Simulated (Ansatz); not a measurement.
trans-PdCl2(PF3)2 (P₂PdCl₂F₆) was relaxed with r2SCAN-D4 (def2-SVP) in Ansatz in these states: charge +1 doublet, neutral singlet, neutral triplet. The geometries follow in no particular order.

In the def2 sets Pd takes a core potential; there is no spin–orbit coupling.

A:

Cartesian coordinates in Å:
```
Pd 0.0003 -0.0005 0.0003
Cl 1.3794 1.3052 1.2178
P 1.6193 0.0273 -1.6542
F 3.0012 -0.5368 -1.2115
F 1.9729 1.4481 -2.1831
F 1.3285 -0.7634 -2.9616
Cl -1.3789 -1.3061 -1.2174
P -1.6192 -0.0274 1.6542
F -2.9989 0.5419 1.2116
F -1.3267 0.7598 2.9633
F -1.9779 -1.4481 2.1803
```

B:

```xyz
11

Pd   -0.0009   -0.0011   -0.0001
Cl    1.8626   -1.3285   -0.6191
P    -0.1919    0.4825   -2.3414
F    -0.3719   -0.7661   -3.2999
F     1.0772    1.1449   -3.0202
F    -1.3163    1.4237   -2.9453
Cl   -1.8629    1.3281    0.6190
P     0.1909   -0.4837    2.3412
F     0.3779    0.7669    3.2957
F     1.3138   -1.4270    2.9447
F    -1.0786   -1.1397    3.0253
```

C:

```xyz
11

Pd    0.0025    0.0003    0.0009
Cl   -0.6742    1.7263    1.3814
P     0.3913    1.6410   -1.4772
F     1.4211    2.7532   -1.0574
F    -0.8361    2.5316   -1.8947
F     0.9554    1.2876   -2.9040
Cl    0.6782   -1.7256   -1.3802
P    -0.3911   -1.6410    1.4775
F    -1.4270   -2.7470    1.0562
F    -0.9520   -1.2877    2.9055
F     0.8320   -2.5388    1.8920
```

**Question.** Judge from the bond lengths which geometry belongs to which state (an estimate).

**Answer.** A is the charge +1 doublet (Pd1–P3 2.315 Å, Pd1–P8 2.315 Å, Pd1–Cl7 2.256 Å); B is the neutral triplet (Pd1–P3 2.398 Å, Pd1–P8 2.398 Å, Pd1–Cl7 2.370 Å); C is the neutral singlet (Pd1–P3 2.242 Å, Pd1–P8 2.242 Å, Pd1–Cl7 2.311 Å).

The name describes the singlet; other states may take another shape.
